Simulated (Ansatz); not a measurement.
Cost and result for the atomization energy of C₃H₇FOSi, SMILES `C=C[Si](C)(O)F` (13 atoms, 12 bonds).

```
atom   x (Å)   y (Å)   z (Å)
  C1   0.057  -0.352  -2.154
  C2  -0.160   0.559  -1.209
 Si3  -0.481   0.118   0.562
  C4   0.953   0.385   1.692
  O5  -0.924  -1.453   0.702
  F6  -1.688   1.060   1.042
  H7   0.256  -0.084  -3.188
  H8   0.048  -1.416  -1.931
  H9  -0.132   1.610  -1.496
 H10   0.677   0.154   2.723
 H11   1.291   1.423   1.651
 H12   1.789  -0.257   1.407
 H13  -1.685  -1.747   0.199
```

The species carries charge 0 and has multiplicity 1. The structure was optimised at the PBE0-D4/def2-TZVP level. It is one conformer, not always the lowest. Program: Ansatz. All runs use 2 threads of an AMD EPYC 7R13 on a shared host and a share of an NVIDIA H100 80 GB. Times are those of one run each, without the atoms' runs, and a repeat can differ threefold. Electronic energies, without spin–orbit coupling; frozen cores. CCSD(T)/CBS adds CCSD(T) − MP2 in def2-TZVPP to the MP2 limit, and its time is that of the two runs behind it. T1 = 0.011. B3LYP takes the VWN-RPA correlation (the form of Gaussian; ORCA's B3LYP/G).

CCSD(T)/CBS is a level of theory with its own doubt, some kJ/mol a heavy atom from the limit and from the frozen cores, so smaller differences don't rank the functionals.

| level | functions | atomization (kJ/mol) | difference from CCSD(T)/CBS | per bond |
| --- | --- | --- | --- | --- |
| PBE0-D4/def2-TZVPP | 295 | 5367.9 | -17.3 | -1.4 |
| r2SCAN-D4/def2-TZVPP (with forces) | 295 | 5385.8 | 0.6 | 0.0 |
| ωB97X-V/def2-TZVPP | 295 | 5375.6 | -9.6 | -0.8 |
| MP2/def2-QZVPP | 565 | 5435.4 | 50.2 | 4.2 |
| B3LYP-D4/def2-TZVPP (with forces) | 295 | 5363.8 | -21.4 | -1.8 |
| PBE-D4/def2-TZVPP (with forces) | 295 | 5458.0 | 72.8 | 6.1 |
| B2PLYP/def2-TZVPP | 295 | 5322.3 | -62.9 | -5.2 |
| ωB97M-V/def2-TZVPP (with forces) | 295 | 5388.2 | 3.0 | 0.2 |
| CCSD(T)/CBS(def2) | – | 5385.2 | 0.0 | 0.0 |
| CCSD(T)/def2-TZVPP | 295 | 5249.0 | -136.2 | -11.4 |

(1) Order the runs by time, with rough figures. (Best estimate.)

Results:

(1) The calculation gave: PBE0-D4/def2-TZVPP 1.4 s; PBE-D4/def2-TZVPP (with forces) 1.6 s; B3LYP-D4/def2-TZVPP (with forces) 1.8 s; r2SCAN-D4/def2-TZVPP (with forces) 1.9 s; ωB97X-V/def2-TZVPP 2 s; ωB97M-V/def2-TZVPP (with forces) 2.4 s; B2PLYP/def2-TZVPP 2.5 s; MP2/def2-QZVPP 3 s; CCSD(T)/def2-TZVPP 4.2 s; CCSD(T)/CBS(def2) 7.1 s.

The D4 term adds +44.2 kJ/mol with B3LYP and +23.4 kJ/mol with PBE0; it sums over pairs of atoms, weighted by their polarisabilities, and B3LYP, whose exchange is more repulsive, gets the larger term. From PBE to PBE0 (25 % exact exchange), in def2-TZVPP and without D4, the atomization energy moves by −85.9 kJ/mol: exact exchange takes away binding that semilocal exchange gives to molecules. In def2-TZVPP, CCSD(T) changes the Hartree–Fock value by +1236.2 kJ/mol (the triples alone add +74.1 kJ/mol) and MP2 by +1341.1 kJ/mol; breaking electron pairs costs correlation energy, which Hartree–Fock lacks.
